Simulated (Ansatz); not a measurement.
`C=[CH][GaH][F]` + HI → `[F][GaH][I]` + `C=C` at 600 K and 1 bar (ligand exchange at a Ga–C bond).

Gas-phase electronic energies from Ansatz, PBE0-D4/def2-TZVP geometries. CBS: MP2 limit from def2 TZ/QZ plus the TZ coupled-cluster correction, frozen cores. This one scheme is used for every species. def2 core potentials past Kr. For Ga, I outer-core shells are correlated without core-valence functions, which leaves a few kJ/mol of doubt a bond. Scalar relativity is left out up to krypton. Each species was taken in one conformer, which may not be the lowest.

| species | CCSD(T)/CBS energy (Eh) | H − E (kJ/mol) | S (J/(mol·K)) |
| --- | --- | --- | --- |
| `C=[CH][GaH][F]` | -2102.25716 | 182.6 | 395.6 |
| HI | -298.03592 | 31.6 | 227.0 |
| `[F][GaH][I]` | -2321.86103 | 59.9 | 361.8 |
| `C=C` | -78.48111 | 161.6 | 257.2 |

H − E and S are ideal-gas, rigid-rotor, harmonic terms from PBE0-D4/def2-TZVP, for one conformer and one mirror image of each species. 1 Eh = 2625.50 kJ/mol, R = 8.31446 J/(mol·K).

**Question.** By hand: ΔE, ΔH, ΔS and ΔG.

**Answer.** ΔE = (-2321.86103) + (-78.48111) − (-2102.25716) − (-298.03592) = -0.04906 Eh = -128.8 kJ/mol. Δ(H − E) = 59.9 + 161.6 − 182.6 − 31.6 = 7.3, so ΔH = -121.5 kJ/mol. ΔS = 361.8 + 257.2 − 395.6 − 227.0 = -3.6 J/(mol·K). ΔG = -121.5 − 600 × (-3.6)/1000 = -119.3 kJ/mol.

**Question.** By hand: the equilibrium constant, and the temperature at which ΔG would vanish if ΔH and ΔS stayed fixed.

**Answer.** log₁₀ K = −ΔG/(RT ln 10) = 10.4. ΔG = 0 at ΔH/ΔS = 33750 K, far beyond where these terms or the molecules hold.

The number of gas molecules stays the same, so ΔS is small and ΔH decides. A doubt of 5 kJ/mol in ΔE shifts log₁₀ K by 0.4 here. Other conformers and mirror images would add mixing entropy, several J/(mol·K) or more a flexible species. These are equilibria of isolated gas molecules and say nothing of rates. Largest T1 diagnostic: 0.014 (customary marks: 0.02 for closed shells, 0.045 for open ones).
